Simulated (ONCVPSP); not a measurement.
Ca ONCV: all-electron and pseudo phase curves

Ca (Z = 20), optimised norm-conserving Vanderbilt (ONCV), made with ONCVPSP 4.0.1 (BLYP, scalar-relativistic). Core [Ne], reference 3s2 3p6 4s1.5 (charge +0.5). Waves: 3s+4s: rc 2.42 bohr, ncon 4, nbas 7, qcut 6.4 1/bohr, 2 projectors; 3p: rc 1.40 bohr, ncon 5, nbas 9, qcut 6.4 1/bohr, 2 projectors, debl 1.3 Ha; d scattering state at 0.06 Ha: rc 2.26 bohr, ncon 4, nbas 8, qcut 5.3 1/bohr, 2 projectors, debl 4 Ha; f scattering state at 0.32 Ha: rc 1.92 bohr, ncon 3, nbas 7, qcut 5.5 1/bohr, 3 projectors, debl 2.8 Ha. Local part: polynomial inside 1.28 bohr (lpopt 5, dvloc0 4 Ha). Core correction: Teter function fitted to the true core (icmod 2), fcfact 0.7.

In the d channel the program set the typed energies aside and used -0.179, 3.821 Ha.

The phase is arctan(r·R′/R) of the radial function R(r), unwrapped; energies in Ha, scanned from -3 to 5 Ha. A pole is an energy at which the radial function vanishes at the test radius. The pseudo phase is shifted by a multiple of π to meet the all-electron one at the reference energy, and phase errors are pseudo minus all-electron; the curves can meet again beyond the range given. Levels narrower than the energy grid can be missing from the lists of poles.

```json
{"channel": "s", "radius (bohr)": "2.46", "reference energy (Ha)": "-0.23", "poles, all-electron": "-1.78, 1.82", "poles, pseudo": "-1.78, 1.82", "unbroken range about the reference energy with phases within 0.05 rad": "below 3.5", "phase error 1 Ha above the reference energy (rad)": "+0.000"}
{"channel": "p", "radius (bohr)": "1.42", "reference energy (Ha)": "-1.14", "poles, all-electron": "0.65", "poles, pseudo": "0.65", "unbroken range about the reference energy with phases within 0.05 rad": "the whole range", "phase error 1 Ha above the reference energy (rad)": "+0.000"}
{"channel": "d", "radius (bohr)": "2.29", "reference energy (Ha)": "-0.18", "poles, all-electron": "0.19, 3.36", "poles, pseudo": "0.21, 3.37", "unbroken range about the reference energy with phases within 0.05 rad": "below 0.7", "phase error 1 Ha above the reference energy (rad)": "+0.083"}
{"channel": "f", "radius (bohr)": "1.95", "reference energy (Ha)": "0.32", "poles, all-electron": "3.67", "poles, pseudo": "3.67", "unbroken range about the reference energy with phases within 0.05 rad": "the whole range", "phase error 1 Ha above the reference energy (rad)": "-0.000"}
```

Phases in the d channel:

```tsv
E (Ha)	all-electron	pseudo
-2.98	1.347	1.347
-2.54	1.322	1.322
-2.10	1.287	1.288
-1.66	1.233	1.235
-1.22	1.135	1.140
-0.78	0.881	0.890
-0.34	-0.431	-0.425
0.10	-1.491	-1.485
0.54	-1.808	-1.776
0.98	-2.289	-2.135
1.42	-3.721	-3.336
1.86	-4.350	-4.264
2.30	-4.535	-4.507
2.74	-4.628	-4.617
3.18	-4.690	-4.687
3.62	-4.744	-4.744
4.06	-4.801	-4.800
4.50	-4.880	-4.870
4.94	-5.039	-4.980
```
